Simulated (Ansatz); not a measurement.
A nudged elastic band was laid between two geometries of CH7AlN2 + ClH (13 atoms, charge 0, multiplicity 1).

Computed with Ansatz, RKS B3LYP-D4/def2-SVP.

* movable images: 9
* climbing image: yes
* spring: 5.0 eV/Å²
* optimiser: quadratic models (default)
* start path: through a guess of the saddle point
* force threshold: 0.03 eV/Å
* iteration limit: 53
* end points: relaxed

First end point:

```xyz
13
Properties=species:S:1:pos:R:3
Al -0.468 -0.252 -0.147
C 0.091 1.627 -0.009
N -1.325 -1.031 1.205
N -0.343 -1.108 -1.704
H 2.524 0.673 0.801
Cl 2.629 -0.611 0.896
H -0.733 2.306 -0.291
H 0.935 1.867 -0.680
H 0.384 1.904 1.019
H -1.696 -1.976 1.213
H -1.461 -0.608 2.117
H -0.647 -2.059 -1.890
H 0.110 -0.732 -2.531
```

Last end point:

```xyz
13
Properties=species:S:1:pos:R:3
Al 0.114 -1.256 0.090
C 0.571 1.995 0.083
N -1.128 -1.169 1.344
N -0.237 -1.277 -1.643
H 1.608 1.811 0.397
Cl 2.136 -1.395 0.697
H 0.388 1.494 -0.880
H 0.398 3.076 -0.028
H -0.117 1.590 0.840
H -2.131 -1.130 1.194
H -0.923 -1.166 2.338
H -1.157 -1.232 -2.069
H 0.478 -1.340 -2.361
```

(1) Which bonds break or form, and what moves?

(2) What energy profile does the band end with?

(3) What is the geometry of the highest image?

(4) What are the harmonic wavenumbers there?

Results:

(1) Bonds broken: Al1–C2, H5–Cl6. Bonds formed: Al1–Cl6, C2–H5. CH7AlN2 + ClH becomes AlClH4N2 + CH4.

(2) The forces met the threshold. The highest image is number 3 of 0 to 10, 0.32 eV above the first end and 2.14 eV above the last; the last end lies 1.82 eV below the first. A vibrational analysis at the climbing image gives one clearly imaginary mode, 580i cm⁻¹: a first-order saddle point. The orbitals stay closed-shell, which can raise the energy where a bond breaks towards radicals; this wasn't checked here.

```csv
image,path coordinate (Å),energy (eV),Al1–C2 (Å),H5–Cl6 (Å),Al1–Cl6 (Å)
0,0.00,0.00,1.97,1.29,3.29
1,0.75,0.02,1.97,1.29,3.23
2,1.50,0.12,1.98,1.30,3.01
3,2.25,0.32,2.05,1.44,2.56
4,2.85,-0.70,2.29,1.93,2.30
5,3.45,-1.45,2.69,2.33,2.16
6,4.05,-1.66,3.01,2.59,2.13
7,4.66,-1.75,3.22,2.76,2.12
8,5.26,-1.80,3.30,2.93,2.12
9,5.86,-1.81,3.29,3.09,2.12
10,6.46,-1.82,3.28,3.26,2.12
```

(3) 
```xyz
13
Properties=species:S:1:pos:R:3
Al -0.124 -0.401 -0.051
C 0.275 1.595 0.174
N -1.192 -0.934 1.263
N -0.175 -1.143 -1.668
H 1.553 0.572 0.278
Cl 2.397 -0.592 0.383
H -0.602 1.886 -0.438
H 1.098 2.197 -0.250
H 0.096 1.941 1.205
H -1.525 -1.888 1.368
H -1.414 -0.398 2.095
H -1.022 -1.464 -2.124
H 0.635 -1.372 -2.234
```

(4) 580i, 94, 107, 148, 190, 205, 223, 272, 280, 349, 367, 419, 503, 535, 647, 669, 736, 851, 872, 913, 1248, 1388, 1431, 1519, 1527, 1584, 3001, 3077, 3123, 3575, 3582, 3662, 3670 cm⁻¹.

Time of the run: 4.8 min on 2 threads of AMD EPYC 9R14 (Zen 4) (shared host), peak memory 0.3 GiB.
